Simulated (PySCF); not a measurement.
# Correlation energy of Se (selenium, neutral)

[Ar] 3d10 4s1 4p5, high-spin 3P determinant (an excited configuration). Computed with PySCF 2.14 in x2c-TZVPPall (6s5p4d1f, 48 functions), with scalar relativity by spin-free X2C-1e. Frozen: [Ar] 3d10; 6 electrons correlated.

```csv
level,correlation energy (mhartree)
CCSD,-182.54
(T),-17.00
CCSD(T),-199.54
CCSDT,-200.20
```

Diagnostics: T1 = 0.025, D1 = 0.0545, largest double amplitude 0.223.

A double-excitation amplitude exceeds 0.15, a sign of near-degeneracy.

Cost of the coupled-cluster step: of the order of 0.8 core-seconds, for 6 correlated electrons.

Iterations:

```
CC2 = 0
CCSD nocc = (np.int64(4), np.int64(2)), nmo = (34, 34)
frozen orbitals [[0, 1, 2, 3, 4, 5, 6, 7, 8, 9, 10, 11, 12, 13], [0, 1, 2, 3, 4, 5, 6, 7, 8, 9, 10, 11, 12, 13]]
max_cycle = 100
direct = 0
conv_tol = 1e-08
conv_tol_normt = 1e-06
diis_space = 8
diis_start_cycle = 0
Init t2, MP2 energy = -0.13237561679079
Init E_corr(UCCSD) = -0.132375616794038
cycle = 1  E_corr(UCCSD) = -0.154794154947535  dE = -0.0224185382  norm(t1,t2) = 0.118251
cycle = 2  E_corr(UCCSD) = -0.165009566288853  dE = -0.0102154113  norm(t1,t2) = 0.0785858
cycle = 3  E_corr(UCCSD) = -0.183530094750276  dE = -0.0185205285  norm(t1,t2) = 0.0542382
cycle = 4  E_corr(UCCSD) = -0.180894192532673  dE = 0.00263590222  norm(t1,t2) = 0.00783432
cycle = 5  E_corr(UCCSD) = -0.182871123859982  dE = -0.00197693133  norm(t1,t2) = 0.00577229
cycle = 6  E_corr(UCCSD) = -0.182738404233832  dE = 0.000132719626  norm(t1,t2) = 0.00260624
cycle = 7  E_corr(UCCSD) = -0.182451358605478  dE = 0.000287045628  norm(t1,t2) = 0.00139118
cycle = 8  E_corr(UCCSD) = -0.182549394986057  dE = -9.80363806e-05  norm(t1,t2) = 0.000578855
cycle = 9  E_corr(UCCSD) = -0.182522070165076  dE = 2.7324821e-05  norm(t1,t2) = 0.00022005
cycle = 10  E_corr(UCCSD) = -0.18254050803783  dE = -1.84378728e-05  norm(t1,t2) = 8.80291e-05
cycle = 11  E_corr(UCCSD) = -0.182536367135983  dE = 4.14090185e-06  norm(t1,t2) = 3.28756e-05
cycle = 12  E_corr(UCCSD) = -0.18253617788468  dE = 1.89251303e-07  norm(t1,t2) = 1.34916e-05
cycle = 13  E_corr(UCCSD) = -0.182536142059652  dE = 3.5825028e-08  norm(t1,t2) = 1.33612e-05
cycle = 14  E_corr(UCCSD) = -0.182536134881515  dE = 7.1781375e-09  norm(t1,t2) = 1.69151e-06
cycle = 15  E_corr(UCCSD) = -0.182536153734426  dE = -1.88529113e-08  norm(t1,t2) = 5.29182e-07
cycle = 16  E_corr(UCCSD) = -0.182536145961918  dE = 7.77250797e-09  norm(t1,t2) = 2.97791e-07
UCCSD converged
E(UCCSD) = -2427.817323201716  E_corr = -0.1825361459619181
UCCSD(T) correction = -0.0170000170638985
```
